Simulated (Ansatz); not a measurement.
Harmonic vibrations of [CuF2]- (CuF₂⁻) by finite differences.

```yaml
crystal:
  periodic: [false, false, false]
  atoms:
    - {symbol: Cu, position_ang: [0.000016, 0.000010, -0.000001]}
    - {symbol: F, position_ang: [-0.017498, -0.021634, 1.804930]}
    - {symbol: F, position_ang: [0.017482, 0.021624, -1.804930]}
basis:
  gaussian: {orbitals: def2-TZVPD}
total_charge: -1
hamiltonian: {xc: pbe0, dispersion: d4}
scf: {omitted_lower_state_checks: [starts]}
phonons: {temperatures: {t_min: 298.15, t_max: 900, t_step: 200}}
```

```sh
$ ansatz run in.yaml --threads 4 --pin off --events-out ev --progress --plain --max-ram 3916MiB
```

Shortened log:

```
Functional definition: PBE0
mean field -50068.89618426 eV, -1839.9979968546 hartree, gradient 1.5e-6 eV, S^2 0.000000; 0 other end points of the search recorded, 0 dependent functions left out
mean field -50068.89617582 eV, -1839.9979965445 hartree, gradient 1.1e-6 eV, S^2 0.000000; 0 other end points of the search recorded, 0 dependent functions left out
mean field -50068.89617619 eV, -1839.9979965582 hartree, gradient 1.1e-6 eV, S^2 0.000000; 0 other end points of the search recorded, 0 dependent functions left out
mean field -50068.89617600 eV, -1839.9979965513 hartree, gradient 1.1e-6 eV, S^2 0.000000; 0 other end points of the search recorded, 0 dependent functions left out
mean field -50068.89617600 eV, -1839.9979965513 hartree, gradient 1.1e-6 eV, S^2 0.000000; 0 other end points of the search recorded, 0 dependent functions left out
mean field -50068.89608858 eV, -1839.9979933387 hartree, gradient 1.1e-6 eV, S^2 0.000000; 0 other end points of the search recorded, 0 dependent functions left out
mean field -50068.89608836 eV, -1839.9979933307 hartree, gradient 1.1e-6 eV, S^2 0.000000; 0 other end points of the search recorded, 0 dependent functions left out
mean field -50068.89618229 eV, -1839.9979967824 hartree, gradient 1.5e-6 eV, S^2 0.000000; 0 other end points of the search recorded, 0 dependent functions left out
mean field -50068.89618210 eV, -1839.9979967756 hartree, gradient 1.5e-6 eV, S^2 0.000000; 0 other end points of the search recorded, 0 dependent functions left out
mean field -50068.89618220 eV, -1839.9979967790 hartree, gradient 1.5e-6 eV, S^2 0.000000; 0 other end points of the search recorded, 0 dependent functions left out
mean field -50068.89618220 eV, -1839.9979967790 hartree, gradient 1.5e-6 eV, S^2 0.000000; 0 other end points of the search recorded, 0 dependent functions left out
mean field -50068.89615021 eV, -1839.9979956034 hartree, gradient 5.8e-7 eV, S^2 0.000000; 0 other end points of the search recorded, 0 dependent functions left out
mean field -50068.89612157 eV, -1839.9979945509 hartree, gradient 1.1e-6 eV, S^2 0.000000; 0 other end points of the search recorded, 0 dependent functions left out
Total energy: -50068.92475589 eV, -1839.9990468430 hartree
Atom 0 at     0.000016     0.000010    -0.000001 Å, force    -0.000063    -0.000040    -0.000001 eV/Å
Atom 1 at    -0.017498    -0.021634     1.804930 Å, force     0.000017     0.000002     0.001499 eV/Å
Atom 2 at     0.017482     0.021624    -1.804930 Å, force     0.000046     0.000038    -0.001498 eV/Å
Dipole moment:     0.000014     0.000009     0.000000 e Å
Vibrations: 173.83 173.83 472.91 592.00 cm⁻¹, zero-point energy 0.087569 eV
Checks for a lower state left out: starts
```

It took 11 s on 4 threads of Arm Neoverse V1 on a shared host.

The restricted singlet is unstable towards broken spin symmetry in Hartree–Fock (as tested in another run); at PBE0-D4/def2-TZVPD this wasn't settled. The relaxation made no stability test and no search for a lower SCF solution.
